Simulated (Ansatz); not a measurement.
Results of the Gaussian-basis code of Ansatz.

A structure relaxed at PBE0-D4/def2-TZVP, charge 0, multiplicity 1:

```tsv
atom	x (Å)	y (Å)	z (Å)
C1	0.293	1.005	-2.153
B2	-0.165	0.898	-0.676
Ge3	0.544	-0.521	0.650
C4	-0.798	-1.105	1.959
H5	0.734	0.106	-2.587
H6	1.095	1.765	-2.122
H7	-0.462	1.419	-2.827
H8	-0.912	1.734	-0.245
H9	1.724	0.112	1.431
H10	1.121	-1.765	-0.065
H11	-0.356	-1.799	2.675
H12	-1.189	-0.243	2.502
H13	-1.627	-1.605	1.458
```

Q: Give its formula and SMILES.

A: C2H9BGe, `C[BH][GeH2][CH3]`.

Q: Point group (tolerance 0.08 Å, 0.16 Å for H)?

A: C1.

Q: Summarise the bond lengths by kind.

A: 1 × B–C 1.550 Å; 6 × C–H 1.090 to 1.105 Å; 1 × B–Ge 2.068 Å; 1 × B–H 1.202 Å; 1 × C–Ge 1.963 Å; 2 × Ge–H 1.547 to 1.550 Å.
